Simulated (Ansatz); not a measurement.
Al$_{2}$H$_{6}$S$_{2}$ (`[AlH2-]1[SH+][AlH2-][SH+]1`) from Hartree–Fock to CCSD(T)

Cartesian coordinates in Å:
```
Al 1.513 0.003 0.541
S 0.607 -0.181 -1.643
Al -1.412 -0.608 -0.471
S -0.577 0.009 1.663
H 2.175 1.432 0.697
H 2.175 -1.395 0.859
H 0.385 1.136 -1.798
H -2.493 0.456 -0.919
H -1.574 -2.179 -0.438
H -0.799 1.326 1.508
```

The species carries charge 0 and has multiplicity 1. Geometry: relaxed with PBE0-D4/def2-TZVP. Frozen core, restricted reference, Ansatz. CBS rows extrapolate triple and quadruple zeta; past MP2 they add the triple-zeta difference.

```json
{"basis": "def2-SVP", "HF (Eh)": "?", "MP2 corr.": "-0.41399", "CCSD corr.": "?", "(T)": "-0.01257", "CCSD(T) total": "?"}
{"basis": "def2-TZVPP", "HF (Eh)": "-1282.54395", "MP2 corr.": "-0.54317", "CCSD corr.": "?", "(T)": "?", "CCSD(T) total": "?"}
{"basis": "def2-QZVPP", "HF (Eh)": "-1282.58065", "MP2 corr.": "-0.58847", "CCSD corr.": "–", "(T)": "–", "CCSD(T) total": "–"}
{"basis": "CBS(def2)", "HF (Eh)": "-1282.58570", "MP2 corr.": "-0.62203", "CCSD corr.": "-0.68810", "(T)": "as TZ", "CCSD(T) total": "-1283.29886"}
```

(1) Fill in the withheld values. (An estimate is asked.)

Results:

(1) Ansatz gave: def2-SVP HF (Eh): -1282.09877; def2-SVP CCSD corr.: -0.47765; def2-SVP CCSD(T) total: -1282.58899; def2-TZVPP CCSD corr.: -0.60923; def2-TZVPP (T): -0.02506; def2-TZVPP CCSD(T) total: -1283.17824.
